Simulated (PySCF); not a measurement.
Compounds:

A. `Cl[C@@H]1[SiH2]C=C1C1CCC1`
B. `FC(CCOC)=C(F)F`
C. `C#CC=C1CCC1`

Spectrum 1. 13C{1H} NMR (computed): δ 169.9 (C), 110.0 (CH), 91.7 (CH), 84.5 (C), 32.2 (CH2), 31.9 (CH2), 16.3 (CH2).

Spectrum 2. 13C{1H} NMR (computed): δ 167.9 (C), 136.3 (C), 71.5 (CH2), 61.5 (CH3), 33.2 (CH2).

Spectrum 3. 13C{1H} NMR (computed): δ 184.3 (C), 130.6 (CH), 50.1 (CH), 36.5 (CH), 28.2 (CH2), 23.5 (CH2), 16.6 (CH2).

Level of theory: NMR shieldings at PBE0/pcSseg-1/GIAO, geometry: GFN2-xTB, in PySCF 2.14 (no solvent, relativity neglected, single conformer, equivalent nuclei averaged).

δ = σ(ref) − σ, references computed at the same level: 13C (σref 186.93) vs TMS. Splittings of carbon signals by F and P are missing where no couplings were computed. Shifts are as computed. Against solution values, carbons near 30 ppm lie about +3 ppm off and those near 130 ppm about +5 ppm; carbons on Cl a further +6 ppm. Of 1211 compounds with measured shifts, 218 miss one by over three times the rms of a fit or turn the order of signals round; such compounds aren't used in these exercises. Carbons bonded to Cl come out too deshielded.

Problem. Match each spectrum to its structure.

Solution. 1–C, 2–B, 3–A.

- Spectrum 1 (C): 7 13C signals; δC 110.0 is an alkene CH; δC 91.7 is a terminal alkyne carbon.
- Spectrum 2 (B): 5 13C signals; δC 136.3 is a fully substituted alkene carbon; δC 71.5 is an sp3 CH2 bonded to O.
- Spectrum 3 (A): 7 13C signals; δC 130.6 is an alkene CH; δC 50.1 is an allylic sp3 CH bonded to Cl and Si.
